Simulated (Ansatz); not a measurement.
`C[O][Ga]([CH3])[Cl]` + HCl → `C[O][Ga]([Cl])[Cl]` + CH₄ at 400 K and 1 bar (ligand exchange at a Ga–C bond).

Isolated molecules relaxed with PBE0-D4/def2-TZVP in Ansatz; ΔE leaves out vibrations. CCSD(T)/CBS is the MP2 limit (def2-TZVPP, def2-QZVPP) plus CCSD(T) − MP2 in def2-TZVPP, frozen cores. This one scheme is used for every species. For Ga outer-core shells are correlated without core-valence functions, which leaves a few kJ/mol of doubt a bond. Scalar relativity is left out up to krypton. Each species was taken in one conformer, which may not be the lowest.

| species | CCSD(T)/CBS energy (Eh) | H − E (kJ/mol) | S (J/(mol·K)) |
| --- | --- | --- | --- |
| `C[O][Ga]([CH3])[Cl]` | -2538.69055 | 244.7 | 433.0 |
| HCl | -460.38127 | 29.6 | 195.4 |
| `C[O][Ga]([Cl])[Cl]` | -2958.65291 | 150.1 | 410.5 |
| CH₄ | -40.46206 | 131.3 | 197.2 |

H − E and S are ideal-gas, rigid-rotor, harmonic terms from PBE0-D4/def2-TZVP, for one conformer and one mirror image of each species. 1 Eh = 2625.50 kJ/mol, R = 8.31446 J/(mol·K).

Q: By hand: ΔE, ΔH, ΔS and ΔG.

A: ΔE = (-2958.65291) + (-40.46206) − (-2538.69055) − (-460.38127) = -0.04315 Eh = -113.3 kJ/mol. Δ(H − E) = 150.1 + 131.3 − 244.7 − 29.6 = 7.1, so ΔH = -106.2 kJ/mol. ΔS = 410.5 + 197.2 − 433.0 − 195.4 = -20.7 J/(mol·K). ΔG = -106.2 − 400 × (-20.7)/1000 = -97.9 kJ/mol.

Q: By hand: the equilibrium constant, and the temperature at which ΔG would vanish if ΔH and ΔS stayed fixed.

A: log₁₀ K = −ΔG/(RT ln 10) = 12.8. ΔG = 0 at ΔH/ΔS = 5130 K, far beyond where these terms or the molecules hold.

ΔH outweighs TΔS. A doubt of 5 kJ/mol in ΔE shifts log₁₀ K by 0.7 here. Other conformers and mirror images would add mixing entropy, several J/(mol·K) or more a flexible species. Modes under 60 cm⁻¹, often nearly free rotors, make the harmonic entropy too high. These are equilibria of isolated gas molecules and say nothing of rates. Largest T1 diagnostic: 0.013 (customary marks: 0.02 for closed shells, 0.045 for open ones).
